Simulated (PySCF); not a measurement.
1-bromobuta-1,2-diene (C₄H₅Br), SMILES CC=C=CBr. The structure is a stationary point at PBE0-D3(BJ)/def2-SVP.

Level of theory: PBE0-D3(BJ)/def2-SVP in PySCF.

Harmonic wavenumbers (cm⁻¹): 101, 152, 202, 269, 443, 560, 690, 719, 874, 903, 1041, 1088, 1147, 1220, 1379, 1417, 1451, 1476, 2092, 3053, 3134, 3144, 3180, 3224. Rotational constants (GHz): 13.48, 1.090, 1.051; symmetry number 1.

**Question.** Work out the zero-point energy and the ideal-gas rigid-rotor harmonic-oscillator thermochemistry at 298.15 K and 1 atm.

**Answer.** ZPE = ½ Σ hcν = ½ × 32959 cm⁻¹ = 197.14 kJ/mol. H − E(el) = 215.71 kJ/mol. Entropy in J/(mol K): translation 169.74, rotation 114.79, vibration 51.58, total 336.10. G − E(el) = 115.51 kJ/mol. Cp = 91.99 J/(mol K). Modes under 150 cm⁻¹ make the vibrational entropy uncertain.
